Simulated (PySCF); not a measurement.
Orbital picture of InC

PBE0 at R = 2.207 Å; In x2c-TZVPPall, C x2c-TZVPPall; spin-free X2C with a Gaussian nucleus (PySCF 2.14). State: ⁴Σ⁻ (quartet), unpaired electrons σ ↑, π ↑↑. Only the outer orbitals are listed, counted within each symmetry.

```tsv
spin	orbital	occ.	ε (eV)	on In (%)	main shells (%)
α	11σ	1	-16.15	17	83 C s, 8 In s
α	12σ	1	-9.61	68	68 In s, 24 C p, 8 C s
α	6π	1	-6.48	14	86 C p, 12 In p
α	6π	1	-6.48	14	86 C p, 12 In p
α	13σ	1	-6.12	48	52 C p, 26 In p, 22 In s
α	7π	0	-1.52	91	89 In p, 9 C p
α	7π	0	-1.52	91	89 In p, 9 C p
β	11σ	1	-12.65	31	67 C s, 24 In s
β	12σ	1	-7.99	77	72 In s, 20 C s
β	6π	0	-2.31	75	74 In p, 25 C p
β	6π	0	-2.31	75	74 In p, 25 C p
β	13σ	0	-2.00	42	52 C p, 36 In p
```

Which are the highest filled and the lowest empty level, where do they sit, and how wide is the gap?

Highest filled α 13σ at -6.12 eV (in %: 52 C p, 26 In p, 22 In s); lowest empty β 6π at -2.31 eV (in %: 74 In p, 25 C p); the gap at PBE0 is 3.81 eV.

| Item | Value |
| --- | --- |
| bond order (Mayer) | 1.09 |
| ⟨S²⟩ | 3.756 |
| charge on In (Mulliken, basis-dependent) | 0.36 |
| charge on In (Löwdin, basis-dependent) | 0.33 |
| dipole moment (positive dipole means In(−)C(+)) | -2.78 D |
| polarisability along the bond | 78.4 bohr³ |
| polarisability across the bond | 43.7 bohr³ |

Spin–orbit coupling is left out. The state is the lowest determinant that a PBE0 search found; another state may lie lower at other levels.
